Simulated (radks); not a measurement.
Problem. The mean radii <r> (bohr) of the occupied orbitals of an atom or ion are listed with their occupations. All-electron calculation, scalar-relativistic Kohn-Sham, PBE, spin-polarised, spherical densities, finite nucleus; Fermi nuclear charge, rms radius of each element as measured or else 0.836 A^(1/3) + 0.57 fm. Program: a radial shooting solver on a logarithmic mesh with Libxc functionals.

| orbital | occ. | <r> |
|---|---|---|
| 1s | 2 | 0.2273 |

Name the element and its charge. Open shells, if any, are filled with parallel spins first.

Solution. Z = 7, nitrogen, charge +5: N5+ in [He]. The 1s radius gives Z: for a bare nucleus <r> = (2 gamma + 1)/(2Z) with gamma = sqrt(1 - (Z/c)^2), 0.2141 bohr for Z = 7, and screening makes it slightly larger (0.2273 here). The occupations add up to 2, and the charge is Z minus that.
